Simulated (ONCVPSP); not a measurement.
How hard is this scandium (Sc) ONCV potential?

ONCVPSP 4.0.1 input, shortened (lines: element, Z, core and valence counts, functional; n l f; lmax; l rc ep ncon nbas qcut; lloc lpopt rc5 dvloc0; l nproj debl; icmod fcfact rcfact), PBE, scalar-relativistic:

```
  Sc 21.00    5    2        4      upf
    1    0    2.00
    2    0    2.00
    2    1    6.00
    3    0    2.00
    3    1    6.00
    3    2    1.00
    4    0    2.00
    2
    0    2.45    0.00    3    6    2.10
    1    2.35    0.04    4    7    3.20
    2    1.60    0.00    4    9   11.60
    4    5    1.15    0.00
    0    2    2.90
    1    2    2.10
    2    3    2.30
    3    1.75    1.15
```

**Question.** For each optimised wave give the share of its norm inside rc, the residual kinetic energy above qcut (Ha) and the cutoffs (Ha) for errors of 10, 1, 0.1 and 0.01 mHa per electron.

**Answer.**

```tsv
wave	norm inside rc	residual KE	10 mHa	1 mHa	0.1 mHa	0.01 mHa
4s	0.166	9.4e-04	1.2	2.3	5.5	11.7
s projector 2	0.167	2.9e-01	8.9	16.1	19.9	40.9
p projector 1	0.120	8.4e-03	4.7	22.3	27.5	40.0
p projector 2	0.166	1.6e-01	11.9	33.2	38.9	53.8
3d	0.512	1.1e-07	30.3	39.2	46.3	52.3
d projector 2	0.116	4.0e-08	33.6	43.1	50.7	56.7
d projector 3	0.128	5.3e-07	38.4	47.9	55.4	61.4
```

The occupied waves need 39 Ha and 46 Ha for 1 and 0.1 mHa. Note: ghosts flagged at negative energy: s at -26.4 eV, p at -591.1 eV, p at -13.2 eV; no localised positive-energy state flagged. A true bound ghost makes a file unfit for plane-wave use.
